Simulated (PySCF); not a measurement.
silanone anion (H2OSi), SMILES O=[SiH2] (connectivity only; charge and spin as stated), charge -1, multiplicity 2. Atoms are numbered in the order given.

```xyz
4

Si     0.4596    -0.1084     0.0000
O     -1.1060     0.0613     0.0000
H      1.2070     0.5137    -1.1857
H      1.2070     0.5137     1.1857
```
Charge -1, spin multiplicity 2.

Geometry: B3LYP-D3(BJ)/def2-TZVPD. The spin state was assumed, not searched.

Computed with B3LYP/def2-TZVPD (PySCF).

Mulliken values depend strongly on the basis, most of all with diffuse functions as here. ESP charges are fitted to the potential on shells at 1.4 to 2.0 van der Waals radii. Atomic charges (e):

```
atom  meta-Löwdin  ESP fit  Mulliken  Mulliken spin
----  -----------  -------  --------  -------------
Si1          0.37        …     -0.15           0.68
O2          -0.96        …     -0.65           0.20
H3          -0.21        …     -0.10           0.06
H4          -0.21        …     -0.10           0.06
```

**Question.** Complete the blanks. (The exact figures need the calculation; the answer reports its results.)

**Answer.** 
- Si1, ESP fit: -0.38
- O2, ESP fit: -0.53
- H3, ESP fit: -0.05
- H4, ESP fit: -0.05
